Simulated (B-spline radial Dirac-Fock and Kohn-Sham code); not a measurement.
**Dipole and non-dipole photoemission parameters of Ag⁺ 4d5/2**

System: silver as Ag⁺, configuration [Kr] 4d10; threshold 20.12 eV (orbital energy of the model). Calculated with a B-spline atomic structure program, using Dirac-Hartree-Slater photoionisation with a Latter tail; cross sections with all multipoles, angular parameters from the dipole term and its interference with E2.

Input file task.json (cfg lists n, l and occupation; rrms is the nuclear radius in fm):

```json
{"items": [{
  "Z": 47,
  "q": 1,
  "cfg": [[1, 0, 2], [2, 0, 2], [2, 1, 6], [3, 0, 2], [3, 1, 6], [3, 2, 10], [4, 0, 2], [4, 1, 6], [4, 2, 10]],
  "A": 107,
  "rrms": 4.5454,
  "do": "xps",
  "hv": [54.8, 58.4, 60, 69.0, 80, 94.4, 100, 108.0, 150, 153.0, 195.0, 236.0, 298.0, 566.0, 658.0, 667.0, 912.0, 1000, 1050.0, 1486.9, 1600.0, 2090.0, 3070.0, 5390.0, 6910.0, 7010.0, 8047.8, 10900.0, 12000, 13100.0]
}]}
```

Command: `python xray2_run.py task.json out`

For linearly polarised light dσ/dΩ = σ/(4π) [1 + β P₂(cos θ) + (δ + γ cos²θ) sin θ cos φ], with θ from the polarisation vector and φ the angle between the beam and the projection of the electron momentum on the plane normal to the polarisation.

```
hν (eV)   σ (kb)       β       γ       δ
   54.8    12800   0.891  -0.003   0.005
   58.4    10100   1.001  -0.004   0.005
     60     9030   1.051  -0.005   0.005
     69     4510   1.328  -0.012   0.004
     80     1810   1.670  -0.022   0.003
   94.4      509   1.998  -0.016  -0.001
    100      313   1.922   0.010  -0.004
    108      176   1.276   0.094  -0.014
    150      236  -0.366   0.170  -0.021
    153      247  -0.299   0.161  -0.021
    195      345   0.335   0.076  -0.015
    236      358   0.646   0.029  -0.011
    298      314   0.904  -0.008  -0.005
    566      123   1.256  -0.001   0.014
    658        ?       ?       ?       ?
    667     88.4   1.293   0.029   0.019
    912     43.7   1.321   0.121   0.029
   1000     34.9   1.319   0.155   0.032
   1050     30.9   1.317   0.175   0.034
 1486.9     12.4   1.273   0.338   0.050
   1600     10.1   1.258   0.376   0.054
   2090     4.67   1.192   0.527   0.072
   3070     1.42   1.071   0.769   0.108
   5390    0.209   0.862   1.125   0.195
   6910   0.0850   0.768   1.268   0.251
   7010   0.0806   0.763   1.276   0.254
 8047.8   0.0483   0.712   1.350   0.291
  10900   0.0151   0.604   1.504   0.385
  12000   0.0104   0.571   1.549   0.419
  13100  0.00735   0.541   1.588   0.453
```

Question: Give the values at 658 eV.

Answer: σ = 91.0 kb, β = 1.291, γ = 0.026, δ = 0.018.
